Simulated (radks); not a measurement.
Neutral selenium inside a hard spherical wall (all orbitals vanish at R), configuration held at [Ar] 3d10 4s2 4p4 and not refilled when levels cross. All-electron calculation, scalar-relativistic Kohn-Sham, r2SCAN, spin-polarised, spherical densities, finite nucleus; open shells are filled with parallel spins first; meta-GGA in the generalised Kohn-Sham scheme; Fermi nuclear charge, rms radius 4.14 fm. Program: a radial shooting solver on a logarithmic mesh with Libxc functionals. Eigenvalues in eV for spin up, with the zero of energy where the potential of the charges vanishes at infinity; a dash marks a level that is unbound or too diffuse for the functional's potential to be trusted. A positive occupied level is held by the wall or, in an anion where self-interaction has pushed it up, behind a barrier. The pressure on the wall is -dE/dV.

R (bohr)  E (hartree)  kinetic (hartree)    e(3p)    e(3d)    e(4s)   e(4p)  e(5s, empty)  e(5p, empty)  pressure (GPa)
free      -2430.38738           2480.093  -156.79  -54.191  -18.770  -7.522             -             -               0
15        -2430.38738           2480.093  -156.79  -54.191  -18.770  -7.522             -             -        < 0.0001
10        -2430.38733           2480.093  -156.78  -54.186  -18.765  -7.517         0.747         2.603         0.00157
8         -2430.38658           2480.101  -156.73  -54.129  -18.719  -7.473         1.745         4.652          0.0417
7         -2430.38405           2480.122  -156.59  -53.991  -18.611  -7.367         2.889         6.693           0.228
6         -2430.37332           2480.200  -156.16  -53.569  -18.298  -7.037         5.190        10.298            1.34
2         -2420.61624           2512.484  -110.31   -8.466   39.244  61.600        229.65        251.86           12400
